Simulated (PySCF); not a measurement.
Zn(NH2)(SiH3), H5NSiZn, SMILES [Zn]([NH2])[SiH3] (PBE0/def2-SVP optimised geometry):

```
8

Zn    -0.738     0.339     0.000
N     -1.533     1.975    -0.021
H     -1.369     2.628    -0.782
H     -1.655     2.511     0.833
Si     0.156    -1.840     0.000
H     -0.275    -2.620     1.207
H      1.655    -1.840     0.000
H     -0.276    -2.628    -1.201
```

Calculation: PySCF 2.14.0 with PBE0/def2-TZVP.

Question: What are the frontier orbital energies and the dipole moment?

Answer: HOMO-2 -9.53 eV, HOMO-1 -7.83 eV, HOMO -6.74 eV, LUMO -0.79 eV, LUMO+1 -0.45 eV; dipole moment 1.12 D.

On the same geometry PBE/def2-TZVP run with PySCF 2.14.0 gives HOMO-2 -8.22 eV, HOMO-1 -6.79 eV, HOMO -5.45 eV, LUMO -1.53 eV, LUMO+1 -1.17 eV; dipole moment 1.14 D.

Meta-Löwdin charges at PBE0/def2-TZVP: Zn1 1.02, N2 -1.05, H3 0.22, H4 0.22, Si5 -0.21, H6 -0.07, H7 -0.07, H8 -0.07.
